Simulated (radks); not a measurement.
Charge is removed step by step from the 3d level of the chromium ion Cr2+, starting from [Ar] 3d4. All-electron calculation, scalar-relativistic Kohn-Sham, LDA (Slater exchange, Perdew-Wang correlation), spin-unpolarised, spherical densities, point nucleus. Program: a radial shooting solver on a logarithmic mesh with Libxc functionals.

| removed (e) | E - E(0) (eV) | eigenvalue (eV) | E minus straight line (eV) |
|---|---|---|---|
| 0 | 0.000 | -23.144 | 0.000 |
| 0.1 | 2.389 | -24.635 | -0.714 |
| 0.2 | 4.928 | -26.159 | -1.278 |
| 0.3 | 7.621 | -27.713 | -1.688 |
| 0.4 | 10.472 | -29.297 | -1.940 |
| 0.5 | 13.482 | -30.910 | -2.033 |
| 0.6 | 16.655 | -32.552 | -1.963 |
| 0.7 | 19.993 | -34.223 | -1.728 |
| 0.8 | 23.500 | -35.921 | -1.324 |
| 0.9 | 27.178 | -37.646 | -0.749 |
| 1 | 31.030 | -39.397 | 0.000 |

Removing the whole electron costs 31.030 eV by Delta-SCF, against 23.144 eV from minus the eigenvalue at the starting occupation. Slater's transition state (half an electron removed) gives 30.910 eV. Integrating minus the eigenvalue over the occupation (Janak's theorem) gives 31.030 eV. In this scalar-relativistic scheme the density is built from large components alone, so the theorem holds only approximately. The mean slope of the eigenvalue, de/dn, is 16.3 eV per electron. Ionisation energy of Cr2+ in the NIST Atomic Spectra Database: 30.96 eV (measured).

Beside tabulated values, note that spin-unpolarised runs miss the spin-polarisation part of the exchange energy of open shells.
